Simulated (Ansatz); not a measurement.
Stepwise reaction of `[GeH3][SiH2][GeH2][SiH2][GeH3]` with hydrogen, as a gas-phase model of exchange steps in deposition or etching. ΔE in kJ/mol.

Isolated molecules relaxed with PBE0-D4/def2-TZVP in Ansatz; ΔE leaves out vibrations. CCSD(T)/CBS is the MP2 limit (def2-TZVPP, def2-QZVPP) plus CCSD(T) − MP2 in def2-TZVPP, frozen cores. This one scheme is used for every species. DFT in def2-TZVPP. B3LYP here is the variant with VWN-RPA as its local correlation; programs differ in this. For Ge outer-core shells are correlated without core-valence functions, which leaves a few kJ/mol of doubt a bond. Scalar relativity is left out up to krypton. One conformer a species, not always the lowest.

```json
{"step": "1", "reaction": "`[GeH3][SiH2][GeH2][SiH2][GeH3]` + H₂ → `[GeH3][SiH2][GeH3]` + `[SiH3][GeH3]`", "PBE-D4": "22.0", "B3LYP-D4": "12.3", "ωB97M-V": "8.3", "CCSD(T)/CBS": "15.1"}
```

Task: Give the row of step 2, `[GeH3][SiH2][GeH3]` + H₂ → GeH₄ + `[SiH3][GeH3]`. (An estimate is asked.)

Result: Computed: 
```
step                                           reaction  PBE-D4  B3LYP-D4  ωB97M-V  CCSD(T)/CBS
   2  `[GeH3][SiH2][GeH3]` + H₂ → GeH₄ + `[SiH3][GeH3]`    12.0       1.2     -1.5          4.4
```

Task: By hand: ΔE of the 2 steps together at CCSD(T)/CBS.

Result: (15.1) + (4.4) = 19.5 kJ/mol, or 9.8 kJ/mol a step.

In ΔE each step is lower than the one before. PBE-D4 differs from CCSD(T)/CBS by 6.9 to 7.6 kJ/mol a step. Isolated molecules leave out the surface, adducts and barriers. Largest T1 diagnostic: 0.012.
